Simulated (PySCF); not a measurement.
These 3 structures share the formula C7H15P. Method used: PBE0-D3(BJ)/def2-SVP geometry optimisation, gas phase (PySCF 2.14.0). Energies are electronic, without zero-point or thermal terms, for one conformer each. No frequencies were run at this level. Point groups hold within 0.08 Å.

Question: Rank from lowest to highest electronic energy at this level (kcal/mol).
A. `[CH2:1]=[CH:2][PH:3][C:4]([CH3:5])([CH3:6])[CH2:7][CH3:8]` with C1–C2–P3–C4 -111°, C2–P3–C4–C5 51°, P3–C4–C7–C8 -175°
B. `[CH2:1]=[P:2]1([CH2:3][CH3:4])[CH2:5][CH2:6][CH2:7][CH2:8]1` with C1–P2–C3–C4 -59°, C1–P2–C5–C6 143°, P2–C5–C6–C7 -41°, C5–C6–C7–C8 47°, C6–C7–C8–P2 -30°
C. `[CH3:1][P:2]1[CH2:3][CH2:4][CH2:5][CH2:6][CH2:7][CH2:8]1` with C1–P2–C3–C4 -175°, P2–C3–C4–C5 60°, C3–C4–C5–C6 -70°, C4–C5–C6–C7 93°

Answer: C (0.0), A (27.5), B (33.3).

| SMILES | E (Eh) | E rel (kcal/mol) | dipole (D) | point group | A, B, C (MHz) |
| --- | --- | --- | --- | --- | --- |
| CP1CCCCCC1 | -616.39126 | 0.0 | 1.16 | C1 | 2490, 1414, 1021 |
| C=CPC(C)(C)CC | -616.34738 | 27.5 | 1.28 | C1 | 2565, 1041, 957.2 |
| C=P1(CC)CCCC1 | -616.33823 | 33.3 | 2.99 | C1 | 2488, 1269, 1192 |

Question: How do the relative energies change in single points at PBE0/pcSseg-1 (no added dispersion term) on the same geometries?

Answer: 
| SMILES | PBE0-D3(BJ)/def2-SVP (kcal/mol) | PBE0/pcSseg-1 (kcal/mol) | shift |
| --- | --- | --- | --- |
| CP1CCCCCC1 | 0.0 | 0.0 | 0.0 |
| C=CPC(C)(C)CC | 27.5 | 24.9 | -2.6 |
| C=P1(CC)CCCC1 | 33.3 | 32.3 | -1.0 |

Each column counts from its own lowest isomer. The order is unchanged; the largest shift is 2.6 kcal/mol.
